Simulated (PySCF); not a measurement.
CH₆AlNO₂, SMILES C[O][Al]([NH2])[OH].

The structure is a stationary point at r2SCAN-D4/def2-SVP. One conformer was computed; it need not be the lowest.

Level of theory: TDA-B3LYP/def2-SVPD in PySCF.

Vertical excitations. Gas-phase values at a fixed geometry.

Computed lowest excited states:
| state | energy (eV) | λ (nm) | f | main pairs |
|---|---|---|---|---|
| S1 | 5.39 | 230 | 0.031 | HOMO→LUMO 99 % |
| S2 | 6.12 | 203 | 0.007 | HOMO−1→LUMO 98 % |
| S3 | 6.29 | 197 | 0.006 | HOMO−2→LUMO 98 % |
| S4 | 6.80 | 182 | 0.020 | HOMO→LUMO+1 89 % |
| S5 | 7.20 | 172 | 0.076 | HOMO−3→LUMO 82 % |
| S6 | 7.30 | 170 | 0.006 | HOMO→LUMO+3 64 %, HOMO→LUMO+4 14 % |
| S7 | 7.49 | 166 | 0.023 | HOMO−4→LUMO 83 % |
| S8 | 7.52 | 165 | 0.020 | HOMO−1→LUMO+1 82 % |
| S9 | 7.53 | 165 | 0.118 | HOMO→LUMO+2 83 % |
| S10 | 7.63 | 163 | 0.011 | HOMO→LUMO+4 69 %, HOMO→LUMO+3 21 % |
| T1 | 5.09 | 243 | 0 | HOMO→LUMO 95 % |
| T2 | 5.92 | 210 | 0 | HOMO−1→LUMO 95 % |
| T3 | 6.12 | 203 | 0 | HOMO−2→LUMO 96 % |
| T4 | 6.49 | 191 | 0 | HOMO→LUMO+2 94 % |
Triplets are in the Tamm–Dancoff approximation.
